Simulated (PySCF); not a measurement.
Al(AsH2)2(OH) (AlAs2H5O), SMILES [OH][Al]([AsH2])[AsH2]. Geometry optimised at B3LYP-D3(BJ)/def2-SVP. The values are those of a single conformer.

Computed equilibrium geometry at B3LYP-D3(BJ)/def2-SVP (PySCF confirms it by a frequency run) as Cartesian coordinates in Å (one conformer of several):
```xyz
9

Al    -0.3294     0.5904    -0.1946
As     1.2009    -0.4312    -1.7946
H      2.0940    -0.9346    -0.6563
H      1.9687     0.8888    -1.9088
As    -0.7853    -0.3088     2.0415
H     -0.7700    -1.7301     1.4716
H     -2.2954    -0.1638     1.8228
O     -1.0848     2.0168    -0.7541
H     -1.7513     2.5503    -0.3120
```
